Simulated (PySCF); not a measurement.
C3H9FSi2. Atoms are numbered in the order given.

```xyz
15

F      2.1649     0.4668     0.8330
Si     0.9927    -0.6688     0.8734
C     -0.3746    -0.2001    -0.2764
Si    -1.1028     1.5114    -0.0938
C     -1.3131    -1.3427    -0.6471
C     -0.3663    -0.8090    -1.6695
H      0.5163    -0.7432     2.2812
H      1.5825    -1.9687     0.4446
H     -2.3202     1.6002    -0.9569
H     -1.4885     1.7652     1.3262
H     -0.1281     2.5564    -0.5182
H     -2.3797    -1.1176    -0.7521
H     -1.1121    -2.3364    -0.2290
H     -0.7772    -0.2117    -2.4908
H      0.4886    -1.4301    -1.9583
```

The structure is a stationary point at ωB97X-D3(BJ)/def2-SVP. This is a generated structure with no PubChem entry under its InChIKey; it may be hypothetical. One conformer was computed; it need not be the lowest.

These are ωB97X-D3(BJ)/def2-SVP (PySCF) values and carry that method's errors.

Frequencies are harmonic and unscaled.

Computed vibrational spectrum:
```
mode  ν (cm⁻¹)  IR (km/mol)  moving atoms (share of kinetic energy)
----  --------  -----------  --------------------------------------
1           41          1.1          F 44 %, H 24 %, Si 22 %, C 9 %
2          113          1.6         F 42 %, Si 25 %, C 18 %, H 16 %
3          121          0.1                                  H 89 %
4          184          1.5                 C 37 %, H 32 %, Si 29 %
5          230          0.5                 C 40 %, H 35 %, Si 21 %
6          239          0.3                 C 42 %, H 40 %, Si 17 %
7          331         10.1         C 43 %, F 23 %, H 20 %, Si 14 %
8          476          1.5                 Si 62 %, C 22 %, H 15 %
9          608          5.4                         H 76 %, Si 20 %
10         664         14.8                         H 78 %, Si 15 %
11         694         74.9                 H 69 %, C 16 %, Si 14 %
12         752         18.4                                  H 92 %
13         793         31.5                          H 82 %, C 11 %
14         848         64.7         H 55 %, C 22 %, F 11 %, Si 11 %
15         872         17.5          F 39 %, H 34 %, Si 18 %, C 8 %
16         920        224.9                 H 54 %, C 30 %, Si 12 %
17         938        136.5                          H 55 %, C 41 %
18         959         77.8                                  H 88 %
19         961         14.0                          H 86 %, C 11 %
20         972        158.5                           H 84 %, C 9 %
21         978         93.5                          H 88 %, Si 9 %
22         987         15.5                          H 85 %, C 13 %
23        1000        194.4                          C 51 %, H 41 %
24        1088          2.1                          H 58 %, C 42 %
25        1106          3.6                          H 72 %, C 28 %
26        1178          0.2                          H 75 %, C 25 %
27        1204         44.6                          C 54 %, H 43 %
28        1305         54.9                          C 68 %, H 31 %
29        1460          6.3                                  H 92 %
30        1513          1.1                          H 68 %, C 32 %
31        2240        124.3                                  H 97 %
32        2252         86.7                                  H 97 %
33        2263        135.0                                  H 97 %
34        2266         79.1                                  H 97 %
35        2278        147.5                                  H 97 %
36        3139          9.3                                  H 95 %
37        3147          9.2                                  H 94 %
38        3231          0.4                          H 89 %, C 11 %
39        3240          5.5                          H 89 %, C 11 %
```
